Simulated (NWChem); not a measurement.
System: SiN₂H₅F; SMILES N[SiH](F)N

```xyz
9

Si    -0.0785    -0.0223     0.3238
N      1.5325    -0.3560    -0.1475
N     -0.4871     1.5207    -0.2757
F     -0.9221    -1.2752    -0.2940
H     -0.4379    -0.0163     1.7683
H      1.8671    -1.3103    -0.2022
H      2.2799     0.3011     0.0370
H     -0.2810     1.7849    -1.2321
H     -1.2550     2.0538     0.1133
```
Atoms are numbered in this order, from 1.

Level: PBE0/def2-SVP (NWChem), optimised geometry, unscaled harmonic frequencies. 

```
frequency (cm⁻¹)  IR intensity (km/mol)
----------------  ---------------------
215                                 1.2
253                                 2.0
278                                33.6
339                                97.5
370                               102.6
386                               136.5
420                               102.2
723                                19.9
786                                15.1
809                                58.4
849                                12.8
904                                12.9
949                               265.2
990                               300.8
1530                              110.2
1536                               29.3
2258                              175.6
3623                               35.8
3631                               38.7
3728                               41.0
3735                               44.4
```

The zero-point energy comes out as 40.5 kcal/mol, the thermal correction to the enthalpy at 298.15 K (with zero-point energy) comes out as 44.9 kcal/mol and the heat capacity Cv is 21.4 cal/(mol K). The entropy at 298.15 K and 1 atm (symmetry number 1) comes out as 74.9 cal/(mol K). The dipole moment is 2.12 D.

Rigid rotor and harmonic oscillator.
